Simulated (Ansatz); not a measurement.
Start from `C[N]=[Ta]([F])([F])[F]` and change one element to get `C[N]=[V]([F])([F])[F]`.

Ansatz, PBE0-D4/def2-TZVP geometries, multiplicity 1. 

Elements past krypton have def2 core potentials. Scalar relativity is left out up to krypton.

| property | `C[N]=[Ta]([F])([F])[F]` |
| --- | --- |
| HOMO energy (B3LYP/def2-TZVPP) / eV | -7.61 |
| LUMO energy (PBE0/def2-TZVPP) / eV | -0.83 |
| HOMO–LUMO gap (PBE/def2-TZVPP) / eV | 4.77 |
| LUMO energy (PBE/def2-TZVPP) / eV | -1.71 |
| HOMO–LUMO gap (B3LYP/def2-TZVPP) / eV | 6.49 |
| ideal-gas entropy at 298 K and 1 bar (rigid rotor, harmonic PBE0-D4/def2-TZVP) / J/(mol·K) | 381 |

**Question.** What does the change do to each property? (An estimate is asked.)

**Answer.** The calculation gave: 
```
                                                                                  property  `C[N]=[V]([F])([F])[F]`  shift
                                                       HOMO energy (B3LYP/def2-TZVPP) / eV                    -8.55  -0.94
                                                        LUMO energy (PBE0/def2-TZVPP) / eV                    -2.81  -1.98
                                                       HOMO–LUMO gap (PBE/def2-TZVPP) / eV                     3.53  -1.24
                                                         LUMO energy (PBE/def2-TZVPP) / eV                    -3.70  -1.99
                                                     HOMO–LUMO gap (B3LYP/def2-TZVPP) / eV                     5.43  -1.06
ideal-gas entropy at 298 K and 1 bar (rigid rotor, harmonic PBE0-D4/def2-TZVP) / J/(mol·K)                      363    -18
```

With PBE0 the HOMO falls by 0.94 eV and the LUMO falls by 1.98 eV, so the gap narrows by about 1.04 eV. PBE moves the HOMO by -0.76 eV and ωB97M-V by -1.03 eV. Modes under 60 cm⁻¹, often nearly free rotors, make the harmonic entropy too high.

B3LYP here is the variant with VWN-RPA as its local correlation; programs differ in this.
